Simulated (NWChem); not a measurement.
System: C2H7AlCl3NSi; SMILES [CH3][Al]([CH3])[NH][Si](Cl)(Cl)Cl

Output (shortened):

```
             Northwest Computational Chemistry Package (NWChem) 7.3.0
             --------------------------------------------------------

                             Geometry "geometry" -> ""
                             -------------------------

 Output coordinates in angstroms (scale by  1.889725989 to convert to a.u.)

  No.       Tag          Charge          X              Y              Z
 ---- ---------------- ---------- -------------- -------------- --------------
    1 Si                  14.0000     0.01147800     0.86624900    -0.06770600
    2 Cl                  17.0000    -1.19455400     0.94735200    -1.73400900
    3 Cl                  17.0000    -1.24289800     1.10482300     1.54701000
    4 Cl                  17.0000     1.29493100     2.46943200    -0.12568000
    5 N                    7.0000     0.89877200    -0.57837500     0.01461600
    6 Al                  13.0000     0.31915700    -2.30371300     0.08824900
    7 C                    6.0000     1.68575400    -3.69471000     0.17495200
    8 C                    6.0000    -1.61174800    -2.56916300     0.07201900
    9 H                    1.0000     1.90445800    -0.41546400     0.02206700
   10 H                    1.0000     2.71578200    -3.30465900     0.17290800
   11 H                    1.0000     1.56397500    -4.30720500     1.08488700
   12 H                    1.0000     1.59173100    -4.38950500    -0.67734300
   13 H                    1.0000    -2.08569500    -2.05169100     0.92333200
   14 H                    1.0000    -1.90097000    -3.63059000     0.11881300
   15 H                    1.0000    -2.05922500    -2.13662700    -0.83892200

 Effective nuclear repulsion energy (a.u.)     805.6557370847

  xc_inp: hfexch multiplicative factor not found.

                                 NWChem DFT Module
                                 -----------------

 Summary of "ao basis" -> "ao basis" (spherical)
 ------------------------------------------------------------------------------
       Tag                 Description            Shells   Functions and Types
 ---------------- ------------------------------  ------  ---------------------
 Si                          6-31g*                  8       18   4s3p1d
 Cl                          6-31g*                  8       18   4s3p1d
 N                           6-31g*                  6       14   3s2p1d
 Al                          6-31g*                  8       18   4s3p1d
 C                           6-31g*                  6       14   3s2p1d
 H                           6-31g*                  2        2   2s

            General Information
            -------------------
          SCF calculation type: DFT
          Wavefunction type:  closed shell.
          No. of atoms     :    15
          No. of electrons :   104
           Alpha electrons :    52
            Beta electrons :    52
          Charge           :     0
          Spin multiplicity:     1
          Use of symmetry is: off; symmetry adaption is: off
          Maximum number of iterations: 150
          AO basis - number of functions:   146
                     number of shells:    72
          Convergence on energy requested:  1.00D-06
          Convergence on density requested:  1.00D-05
          Convergence on gradient requested:  5.00D-04

              XC Information
              --------------
                     Hartree-Fock (Exact) Exchange  1.000

      Superposition of Atomic Density Guess
      -------------------------------------

 Sum of atomic energies:       -2042.12958069

      Non-variational initial energy
      ------------------------------

 Total energy =   -2045.226296
 1-e energy   =   -4427.455311
 2-e energy   =    1576.573278
 HOMO         =      -0.332722
 LUMO         =       0.008912

     ---------------------------------------------
      Total Density - Mulliken Population Analysis
     ---------------------------------------------

    Atom       Charge   Shell Charges
 -----------   ------   -------------------------------------------------------
    1 Si  14    12.54   2.00  2.00  5.97  0.80  1.19  0.06  0.27  0.25
    2 Cl  17    17.39   2.00  2.00  5.98  1.37  3.70  0.57  1.75  0.01
    3 Cl  17    17.39   2.00  2.00  5.98  1.37  3.70  0.57  1.75  0.01
    4 Cl  17    17.39   2.00  2.00  5.98  1.37  3.70  0.57  1.76  0.01
    5 N    7     8.27   2.00  0.83  2.70  0.82  1.91  0.01
    6 Al  13    11.90   2.00  2.00  5.97  0.75  0.74  0.17  0.12  0.15
    7 C    6     7.09   2.00  0.73  2.12  0.73  1.49  0.02
    8 C    6     7.09   2.00  0.73  2.12  0.73  1.50  0.02
    9 H    1     0.54   0.39  0.14
   10 H    1     0.74   0.45  0.29
   11 H    1     0.73   0.45  0.28
   12 H    1     0.73   0.45  0.28
   13 H    1     0.74   0.45  0.29
   14 H    1     0.74   0.45  0.29
   15 H    1     0.74   0.45  0.29

   convergence    iter        energy       DeltaE   RMS-Dens  Diis-err
 ---------------- ----- ----------------- --------- --------- ---------
 d= 0,ls=0.0,diis     1  -2043.6496368548 -2.85D+03  6.21D-03  7.65D-01
 d= 0,ls=0.0,diis     2  -2043.7440952550 -9.45D-02  2.14D-03  1.63D-01
 d= 0,ls=0.0,diis     3  -2043.7654681150 -2.14D-02  6.98D-04  7.21D-03
 d= 0,ls=0.0,diis     4  -2043.7669085546 -1.44D-03  1.49D-04  4.72D-04
 d= 0,ls=0.0,diis     5  -2043.7669900205 -8.15D-05  6.13D-05  3.48D-05
  Resetting Diis
 d= 0,ls=0.0,diis     6  -2043.7669993843 -9.36D-06  1.84D-05  2.41D-06
 d= 0,ls=0.0,diis     7  -2043.7670001175 -7.33D-07  4.28D-06  2.08D-07

         Total DFT energy =    -2043.767000117544
      One electron energy =    -4432.164242241173
           Coulomb energy =     1723.739631518634
    Exchange-Corr. energy =     -140.998126479736
 Nuclear repulsion energy =      805.655737084732

 Numeric. integr. density =        0.000000000000

                       DFT Final Molecular Orbital Analysis
                       ------------------------------------

 Vector   50  Occ=2.000000D+00  E=-4.552262D-01
              MO Center= -5.5D-01,  1.4D+00, -1.0D-01, r^2= 4.9D+00
   Bfn.  Coefficient  Atom+Function         Bfn.  Coefficient  Atom+Function
  ----- ------------  ---------------      ----- ------------  ---------------
    63      0.382716   4 Cl pz               25      0.326144   2 Cl px
    43     -0.318593   3 Cl px               27     -0.262893   2 Cl pz
    45     -0.254721   3 Cl pz               67      0.222651   4 Cl pz
    44     -0.196645   3 Cl py               29      0.187328   2 Cl px
    47     -0.182987   3 Cl px               26      0.171756   2 Cl py

 Vector   51  Occ=2.000000D+00  E=-4.287331D-01
              MO Center=  3.0D-01, -1.1D-01, -1.6D-02, r^2= 3.4D+00
   Bfn.  Coefficient  Atom+Function         Bfn.  Coefficient  Atom+Function
  ----- ------------  ---------------      ----- ------------  ---------------
    77      0.467302   5 N  pz               81      0.443966   5 N  pz
    26     -0.218750   2 Cl py               44      0.215801   3 Cl py
    25      0.178748   2 Cl px               43     -0.177790   3 Cl px
    30     -0.124953   2 Cl py               48      0.123222   3 Cl py
    29      0.112361   2 Cl px               47     -0.111791   3 Cl px

[...]

                     NWChem Electrostatic Potential Fit Module
                     -----------------------------------------

 Atom parameters

 Number of atoms is                                   15
 Number of basis functions is                        146

 Grid parameters

 Maximum number of grid points is                  57975
 Number of grid points is                          57974
 Grid range                                     0.300000 nm
 Grid spacing                                   0.020000 nm
 Probe radius                                   0.070000 nm
 Atom radius factor                             1.000000

 Atomic radii

    1    0.100000
    6    0.147000
    7    0.140000
   13    0.195000
   14    0.187000
   17    0.169000
 FASTESP  F
  using M.O. file = ./job.movecs

    Atom              Coordinates                           Charge

                                                  ESP

    1 Si    0.001148    0.086625   -0.006771    0.981218
    2 Cl   -0.119455    0.094735   -0.173401   -0.278006
    3 Cl   -0.124290    0.110482    0.154701   -0.278058
    4 Cl    0.129493    0.246943   -0.012568   -0.274727
    5 N     0.089877   -0.057838    0.001462   -0.980942
    6 Al    0.031916   -0.230371    0.008825    1.003175
    7 C     0.168575   -0.369471    0.017495   -0.599665
    8 C    -0.161175   -0.256916    0.007202   -0.513688
    9 H     0.190446   -0.041546    0.002207    0.356843
   10 H     0.271578   -0.330466    0.017291    0.111541
   11 H     0.156398   -0.430721    0.108489    0.103585
   12 H     0.159173   -0.438951   -0.067734    0.103723
   13 H    -0.208570   -0.205169    0.092333    0.103297
   14 H    -0.190097   -0.363059    0.011881    0.058779
   15 H    -0.205923   -0.213663   -0.083892    0.102924
                                            ------------
                                               -0.000000

 Dipole moment                                  1.439940

 Quadrupole moment Qxx                          3.047061
                   Qyy                         -9.610627
                   Qzz                          6.563565

 RMS deviation kJ/mol                           0.057886

 RRMS %                                        31.537209
```

Level: Hartree-Fock/6-31G* (spherical d). The geometry was optimised at PBE0/def2-SVP. Not confirmed as a minimum by frequencies.

Task: Which NWChem input produces such a log?

Result: Several could match; the one computed here: the input that was run:
```
start job
memory heap 200 mb stack 900 mb global 1100 mb
geometry units angstroms noautosym nocenter noautoz
  Si     0.011478     0.866249    -0.067706
  Cl    -1.194554     0.947352    -1.734009
  Cl    -1.242898     1.104823     1.547010
  Cl     1.294931     2.469432    -0.125680
  N      0.898772    -0.578375     0.014616
  Al     0.319157    -2.303713     0.088249
  C      1.685754    -3.694710     0.174952
  C     -1.611748    -2.569163     0.072019
  H      1.904458    -0.415464     0.022067
  H      2.715782    -3.304659     0.172908
  H      1.563975    -4.307205     1.084887
  H      1.591731    -4.389505    -0.677343
  H     -2.085695    -2.051691     0.923332
  H     -1.900970    -3.630590     0.118813
  H     -2.059225    -2.136627    -0.838922
end
basis spherical
  Si library 6-31g*
  Cl library 6-31g*
  N library 6-31g*
  Al library 6-31g*
  C library 6-31g*
  H library 6-31g*
end
dft
  xc hfexch
  iterations 150
  mulliken
end
task dft energy
esp
  recalculate
  probe 0.07
  range 0.3
  factor 1.0
  spacing 0.02
end
task esp
```
